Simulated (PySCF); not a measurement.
# Fine-structure interval along the 13-electron series

Calculated with PySCF 2.14 and a two-component X2C-1e Hamiltonian (Gaussian nucleus, no Breit or QED terms), each ion in its own even-tempered basis scaled to its charge; GMP2 freezes 1s2 and drops the highest virtual spinors. Values in cm⁻¹.

```tsv
ion	configuration	GHF (screened spin-orbit)	GMP2 (screened spin-orbit)	GHF (bare spin-orbit)
Mo(29+)	[Ne] 3s2 3p1	212190	210260	223060
Tc(30+)	[Ne] 3s2 3p1	236960	234900	248820
Ru(31+)	[Ne] 3s2 3p1	263770	261710	276690
```

Between Z = 42 and Z = 44 the GHF (bare spin-orbit) value grows as Z to the power 4.63.
